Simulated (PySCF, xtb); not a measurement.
(E)-2-chloro-1-fluoroprop-1-ene (C₃H₄ClF), SMILES F/C=C(\C)Cl.

Harmonic wavenumbers (cm⁻¹) from GFN2-xTB in xtb at its own minimum, in rising order: 134, 220, 262, 304, 412, 438, 741, 771, 981, 1044, 1098, 1114, 1253, 1395, 1447, 1459, 1712, 3014, 3027, 3053, 3105.

Question: What does PBE-D3(BJ)/def2-SVP run with PySCF 2.14.0 give at its own minimum? (Estimate from the structure and the level; the computed values follow.)

Answer: 177, 235, 274, 314, 413, 461, 747, 800, 956, 1009, 1083, 1156, 1281, 1349, 1395, 1400, 1696, 2972, 3049, 3091, 3145. Paired by order, the mean absolute difference is 29 cm⁻¹ and the zero-point energies are 38.6 and 38.6 kcal/mol.
